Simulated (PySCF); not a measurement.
Work out the structure from these simulated measurements.

Formula: C9H7FOS.

| Item | Value |
| --- | --- |
| 1H NMR | chemical shifts (computed TMS as zero) by class: 9.03 (1 H), 7.86 (2 H), 7.76 (2 H), 7.74 (1 H), 6.16 (1 H) ppm [GIAO PBE0/pcSseg-1] |
| Dipole | 2.04 D [PBE0/pcSseg-1] |
| Rotational structure | rotational constants A, B, C: 2.630, 0.353, 0.342 GHz [GFN2-xTB] |
| 13C NMR | chemical shifts (computed TMS as zero) by class: 348.4 (1 C), 143.5 (1 C), 135.7 (1 C), 134.6 (1 C), 133.9 (2 C), 132.3 (2 C), 115.2 (1 C) ppm [GIAO PBE0/pcSseg-1] |
| NMR, other nuclei | isotropic shieldings of nuclei other than C and H, by class: 266 (1 O), 329 (1 F), -378 (1 S) ppm [GIAO PBE0/pcSseg-1] |

Gas-phase values; electronic properties from PySCF, density fitting. Levels stand in brackets. Isolated species at its GFN2-xTB geometry (one conformer only). Each NMR value is the plain mean over a class of atoms that symmetry, rotation or inversion makes alike.

Problem. Give a SMILES that accounts for the data.

Solution. Numbering: `[F:1][C@@H:2]([O:3][CH:4]=[C:5]=[S:6])[c:7]1[cH:8][cH:9][cH:10][cH:11][cH:12]1`. Its formula, C9H7FOS, gives 6 degrees of unsaturation: 1 ring and 5 π bonds in the structure found (Kekulé form). 9 carbons fall into 7 classes; from least to most shielded: central carbon of cumulated double bonds [C5] (348.4 ppm), substituted aromatic carbon [C7] (143.5 ppm), aromatic CH carbon [C10] (135.7 ppm), outer carbon of cumulated double bonds [C4] (134.6 ppm), aromatic CH carbon [C9/C11] (133.9 ppm, 2 C), aromatic CH carbon [C8/C12] (132.3 ppm, 2 C), sp3 C–F carbon [C2] (115.2 ppm). Hydrogen classes from least to most shielded: 1 H on an outer carbon of cumulated double bonds, C4 (9.03 ppm), 2 H on the ortho carbons, C8/C12 (7.86 ppm, a mean of values up to 0.6 ppm apart in this geometry), 2 H on the meta carbons, C9/C11 (7.76 ppm), 1 H on the para carbon, C10 (7.74 ppm), 1 H on an sp3 C–F carbon, C2 (6.16 ppm). The other shieldings belong to: 266 ppm, ether oxygen [O3]; 329 ppm, alkyl fluorine [F1]; -378 ppm, sulfur bonded to C [S6]. The optimised geometry has point group C1 and is an asymmetric top. Structure: `F[C@@H](OC=C=S)c1ccccc1`. Computed isomers that give other values at the same levels: `C#Cc1sc(C(=O)F)c(C)c1C` (13C chemical shifts (computed TMS as zero) by class: 160.4 (1 C), 159.7 (1 C), 150.3 (1 C), 137.5 (1 C), 129.3 (1 C), 100.4 (1 C), 81.0 (1 C), 18.0 (1 C), 16.6 (1 C) ppm). The assignments are read from this structure; whether some other isomer fits the data as well wasn't checked. The mirror image fits equally.

The values belong to the conformer `[F:1][C@@H:2]([O:3][CH:4]=[C:5]=[S:6])[c:7]1[cH:8][cH:9][cH:10][cH:11][cH:12]1`: F1–C2–O3–C4 -67°, C2–O3–C4–C5 5°, F1–C2–C7–C8 149°.
